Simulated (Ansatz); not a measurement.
Total energies of H₆OSSi₂, SMILES `O[SiH2]S[SiH3]`.

```xyz
10

O     2.229   -0.608    0.610
Si    0.793   -1.224    0.113
S    -0.046   -0.167   -1.544
Si   -1.311    1.129   -0.409
H     2.269    0.327    0.820
H    -0.214   -1.193    1.208
H     1.084   -2.604   -0.322
H    -0.551    1.759    0.704
H    -2.469    0.398    0.161
H    -1.785    2.182   -1.340
```

Charge 0, multiplicity 1. All single points use the PBE0-D4/def2-TZVP geometry. It is one conformer, not always the lowest. Basis def2-TZVPP, Ansatz 0.2.0.

RPA on PBE orbitals: Hartree–Fock energy of these orbitals -1053.86525 Eh, correlation -1.16291 Eh (frozen core).

```json
{"functional": "LDA (SPW92)", "energy without D4 (Eh)": "-1051.89406", "D4 term (kJ/mol)": "–"}
{"functional": "PBE", "energy without D4 (Eh)": "-1055.60648", "D4 term (kJ/mol)": "-24.7"}
{"functional": "revPBE", "energy without D4 (Eh)": "-1055.94535", "D4 term (kJ/mol)": "-66.6"}
{"functional": "r2SCAN", "energy without D4 (Eh)": "-1056.05369", "D4 term (kJ/mol)": "-5.8"}
{"functional": "B97M-V", "energy without D4 (Eh)": "-1055.89957", "D4 term (kJ/mol)": "–"}
{"functional": "PBE0", "energy without D4 (Eh)": "-1055.70306", "D4 term (kJ/mol)": "-21.0"}
{"functional": "B3LYP", "energy without D4 (Eh)": "-1056.23461", "D4 term (kJ/mol)": "-40.2"}
{"functional": "r2SCANh", "energy without D4 (Eh)": "-1056.04470", "D4 term (kJ/mol)": "-6.3"}
{"functional": "r2SCAN0", "energy without D4 (Eh)": "-1056.03226", "D4 term (kJ/mol)": "-7.0"}
{"functional": "BHLYP", "energy without D4 (Eh)": "-1056.13320", "D4 term (kJ/mol)": "-33.5"}
{"functional": "CAM-B3LYP", "energy without D4 (Eh)": "-1056.16750", "D4 term (kJ/mol)": "-21.6"}
{"functional": "LC-ωPBE", "energy without D4 (Eh)": "-1055.83397", "D4 term (kJ/mol)": "–"}
{"functional": "ωB97X-V", "energy without D4 (Eh)": "-1055.99490", "D4 term (kJ/mol)": "–"}
{"functional": "ωB97M-V", "energy without D4 (Eh)": "-1056.07332", "D4 term (kJ/mol)": "–"}
```

(1) Give the same for BLYP, HSE06 (plane-wave form), B2PLYP, PBE-QIDH. (An estimate is asked.)

B3LYP takes the VWN-RPA correlation (the form of Gaussian; ORCA's B3LYP/G). HSE06 is the plane-wave form, built on full-range PBE exchange. The double hybrids freeze the cores in their second-order part.

Answers

(1) Computed: 
```
             functional  energy without D4 (Eh)  D4 term (kJ/mol)
                   BLYP             -1056.13602             -53.3
HSE06 (plane-wave form)             -1055.67866             -19.8
                 B2PLYP             -1055.75096                 –
               PBE-QIDH             -1055.44244                 –
```

LC-ωPBE has ω = 0.4 bohr⁻¹.
